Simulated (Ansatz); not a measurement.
Two isomers of C2H6O2Si: A = `C[SiH](O)C=O`, B = `[SiH3]OC1CO1`.

Program: Ansatz. Geometries: PBE0-D4/def2-TZVP. ΔE: electronic, gas phase. CCSD(T)/CBS is the MP2 limit (def2-TZVPP, def2-QZVPP) plus CCSD(T) − MP2 in def2-TZVPP, frozen cores. Functionals use def2-TZVPP. B3LYP here is the variant with VWN-RPA as its local correlation; programs differ in this. Each species was taken in one conformer, which may not be the lowest.

Question: Which is lower in electronic energy at CCSD(T)/CBS, and by how much? (Estimate.)

Answer: The calculation gave: A, by 164.8 kJ/mol.

Question: Give E(B) − E(A) in kJ/mol with CCSD/def2-TZVPP, B3LYP-D4, r2SCAN-D4, PBE0-D4, PBE-D4, B2PLYP, ωB97M-V. (Best estimate.)

Answer: The calculation gave: CCSD/def2-TZVPP 159.6, B3LYP-D4 165.3, r2SCAN-D4 156.5, PBE0-D4 151.2, PBE-D4 155.5, B2PLYP 165.5, ωB97M-V 159.7. None reverses the order clearly.

Largest T1 diagnostic: 0.014.

From PBE to PBE0 (25 % exact exchange), in def2-TZVPP and without D4, E(B) − E(A) moves by −4.3 kJ/mol.
